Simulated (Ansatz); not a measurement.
`[AlH2][NH][SiH2]Cl` + `CB(C)CN` → `NC[SiH2][NH][AlH2]` + `CB(C)Cl`  (redistribution)

Calculated with Ansatz (gas phase, PBE0-D4/def2-TZVP geometries, no zero-point term in ΔE). CCSD(T)/CBS adds triple-zeta CCSD(T) − MP2 to the extrapolated MP2 energy (def2 sets, frozen cores). Functionals use def2-TZVPP. B3LYP here is the variant with VWN-RPA as its local correlation; programs differ in this. Each species was taken in one conformer, which may not be the lowest.

`[AlH2][NH][SiH2]Cl`:

```xyz
9

Al    0.168    1.579   -0.866
N    -0.065   -0.179   -0.625
Si    0.048   -1.079    0.822
Cl   -1.806   -1.583    1.582
H     0.590    2.436    0.391
H    -0.047    2.146   -2.326
H    -0.357   -0.712   -1.435
H     0.748   -2.369    0.618
H     0.721   -0.239    1.837
```

`CB(C)CN`:

Z-matrix (Å, degrees):
```
C
B 1 1.566
H 1 1.095 2 111.1
H 1 1.092 2 114.9 3 125.1
H 1 1.100 2 108.5 3 -115.1
C 2 1.567 1 121.0 3 -135.2
C 2 1.569 1 120.5 3 45.7
H 6 1.096 2 111.3 1 -48.6
H 6 1.098 2 108.3 1 66.3
H 6 1.093 2 115.2 1 -172.9
N 7 1.454 2 116.7 1 -6.5
H 7 1.100 2 106.4 1 -128.4
H 7 1.109 2 105.8 1 122.0
H 11 1.011 7 111.7 2 171.5
H 11 1.011 7 111.0 2 51.9
```

`NC[SiH2][NH][AlH2]`:

Cartesian coordinates in Å:
```
N 2.554 -0.481 -0.542
C 1.256 -0.875 -0.007
Si -0.080 0.221 -0.754
N -1.642 -0.042 -0.055
Al -2.570 0.995 1.055
H 3.295 -1.086 -0.210
H 2.790 0.462 -0.259
H 1.179 -0.861 1.092
H 1.047 -1.906 -0.315
H 0.283 1.642 -0.487
H -0.111 -0.007 -2.224
H -2.089 -0.905 -0.339
H -1.913 2.352 1.533
H -4.001 0.492 1.512
```

`CB(C)Cl`:

Cartesian coordinates in Å:
```
C -0.419 -0.496 1.229
B -0.344 0.392 -0.048
C 0.692 0.185 -1.192
Cl -1.508 1.717 -0.209
H 0.544 -0.945 1.485
H -1.096 -1.331 1.001
H -0.833 0.013 2.100
H 0.354 0.538 -2.167
H 1.580 0.778 -0.932
H 1.030 -0.852 -1.268
```

```csv
level,ΔE (eV)
B2PLYP,0.20
PBE,0.17
B3LYP,0.21
SCS-MP2/def2-TZVPP,0.20
```

Task: What does CCSD(T)/CBS give? (Best estimate.)

Result: Ansatz gave: +0.22 eV. The listed levels differ from it by -0.02, -0.05, -0.01, -0.02 eV.

Largest T1 diagnostic among the species: 0.011.

From PBE to PBE0 (25 % exact exchange), in def2-TZVPP and without D4, ΔE moves by +0.03 eV. In def2-TZVPP, CCSD(T) changes the Hartree–Fock value by −0.07 eV (the triples alone add −0.02 eV) and MP2 by −0.06 eV.
